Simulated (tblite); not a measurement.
C₄H₇BF₃P.
SMILES with atom numbers: `[CH:1]#[C:2][CH2:3][P@@H+:4]([CH3:5])[B-:6]([F:7])([F:8])[F:9]` (hydrogens: H10 on C1; H11, H12 on C3; H13 on P4; H14, H15, H16 on C5)
Bond orders are those of one Lewis drawing.

Computed with GFN2-xTB (tblite), gas phase: L-BFGS steps from a force-field or distance-geometry start until the largest atomic force falls under 0.01 eV/Å.

Step 50: E = -820.7183 eV
```
atom  x, y, z in Å  |  force x, y, z in eV/Å
C1      3.1535    0.2098    0.4571   -0.002  -0.008  -0.008
C2      2.1473   -0.3482    0.1255    0.012   0.016  -0.018
C3      0.9054   -0.9714   -0.2629   -0.014   0.011   0.018
P4     -0.5390   -0.0030    0.3500    0.036   0.047   0.037
C5     -0.3390    1.6133   -0.4719    0.001  -0.003   0.011
B6     -2.3034   -0.9472   -0.3254   -0.008  -0.016  -0.034
F7     -3.3447   -0.1700    0.0247    0.005  -0.001  -0.007
F8     -2.3104   -2.1869    0.2025   -0.007  -0.007  -0.012
F9     -2.0107   -0.9178   -1.6579   -0.012  -0.004   0.022
H10     4.0534    0.6709    0.7363    0.003  -0.009   0.007
H11     0.8211   -1.0214   -1.3545   -0.016  -0.020   0.010
H12     0.8349   -1.9879    0.1359    0.025  -0.003   0.015
H13    -0.1421    0.2825    1.6592   -0.015  -0.008  -0.059
H14    -0.5355    1.4762   -1.5357   -0.008  -0.002   0.002
H15     0.6704    1.9946   -0.3262    0.000  -0.003   0.001
H16    -1.0687    2.3155   -0.0739   -0.001   0.010   0.016
```

Step 51: E = -820.7189 eV
```
atom  x, y, z in Å  |  force x, y, z in eV/Å
C1      3.1516    0.2110    0.4527   -0.003  -0.010   0.000
C2      2.1456   -0.3488    0.1237    0.027   0.017  -0.025
C3      0.9047   -0.9750   -0.2610   -0.025   0.015   0.025
P4     -0.5376   -0.0029    0.3502    0.026   0.063   0.039
C5     -0.3389    1.6147   -0.4709   -0.002  -0.007   0.017
B6     -2.3012   -0.9471   -0.3288    0.001  -0.012  -0.038
F7     -3.3423   -0.1695    0.0213    0.008  -0.010  -0.017
F8     -2.3091   -2.1878    0.1972   -0.008   0.002  -0.016
F9     -2.0037   -0.9156   -1.6609   -0.024  -0.003   0.040
H10     4.0503    0.6722    0.7344    0.014  -0.001   0.004
H11     0.8170   -1.0326   -1.3518   -0.009  -0.017   0.009
H12     0.8358   -1.9882    0.1461    0.020  -0.011   0.011
H13    -0.1415    0.2851    1.6595   -0.013  -0.016  -0.065
H14    -0.5459    1.4812   -1.5334   -0.002   0.000   0.010
H15     0.6719    1.9962   -0.3324   -0.009  -0.019  -0.002
H16    -1.0642    2.3162   -0.0631   -0.001   0.009   0.008
```

Step 52: E = -820.7195 eV
```
atom  x, y, z in Å  |  force x, y, z in eV/Å
C1      3.1498    0.2124    0.4479    0.007  -0.007   0.011
C2      2.1441   -0.3489    0.1213    0.027   0.012  -0.033
C3      0.9037   -0.9784   -0.2583   -0.023   0.014   0.026
P4     -0.5360   -0.0019    0.3510    0.004   0.054   0.021
C5     -0.3384    1.6165   -0.4693   -0.010  -0.008   0.015
B6     -2.3005   -0.9482   -0.3333    0.011  -0.003  -0.024
F7     -3.3411   -0.1703    0.0166    0.005  -0.012  -0.022
F8     -2.3096   -2.1896    0.1902   -0.005   0.006  -0.014
F9     -1.9972   -0.9136   -1.6635   -0.029  -0.002   0.033
H10     4.0476    0.6732    0.7325    0.021   0.006  -0.001
H11     0.8128   -1.0457   -1.3483   -0.004  -0.011   0.013
H12     0.8376   -1.9880    0.1582    0.011  -0.011   0.006
H13    -0.1379    0.2894    1.6578   -0.007  -0.018  -0.043
H14    -0.5574    1.4875   -1.5299    0.005  -0.001   0.012
H15     0.6737    1.9977   -0.3392   -0.011  -0.031  -0.003
H16    -1.0588    2.3170   -0.0510   -0.003   0.015   0.004
```

Task: Estimate the geometry and energy of step 53. (The exact step hangs on the optimiser's Hessian estimate; all steps are aligned on step 52, rigid shifts and turns removed.)

Result: E = -820.7198 eV, largest force 0.048 eV/Å
```
atom  x, y, z in Å  |  force x, y, z in eV/Å
C1      3.1477    0.2150    0.4445    0.012  -0.006   0.016
C2      2.1423   -0.3476    0.1191    0.022   0.007  -0.034
C3      0.9015   -0.9798   -0.2553   -0.008   0.010   0.020
P4     -0.5359   -0.0006    0.3549   -0.012   0.025  -0.003
C5     -0.3371    1.6161   -0.4673   -0.013   0.012   0.007
B6     -2.3014   -0.9498   -0.3370    0.013   0.003  -0.011
F7     -3.3429   -0.1727    0.0106    0.007  -0.011  -0.023
F8     -2.3125   -2.1920    0.1830    0.003   0.011  -0.011
F9     -1.9900   -0.9106   -1.6645   -0.029  -0.002   0.022
H10     4.0451    0.6762    0.7299    0.020   0.006  -0.007
H11     0.8077   -1.0526   -1.3449   -0.003  -0.007   0.020
H12     0.8393   -1.9880    0.1658    0.002  -0.004   0.004
H13    -0.1318    0.2937    1.6575   -0.003  -0.016  -0.012
H14    -0.5665    1.4889   -1.5263    0.009   0.001   0.019
H15     0.6781    1.9934   -0.3458   -0.027  -0.039  -0.004
H16    -1.0512    2.3195   -0.0417    0.007   0.010  -0.004
```

The energy changes by -0.0004 eV. The first-order estimate −F·Δx gives -0.0006 eV and the mean of the old and new forces, exact on a quadratic surface, -0.0004 eV. The step makes an angle of 81° with the force vector and moves no atom by more than 0.012 Å.

What follows is the cost of the whole relaxation. The run took 0.57 s wall on Arm Neoverse V1, one thread, shared host.
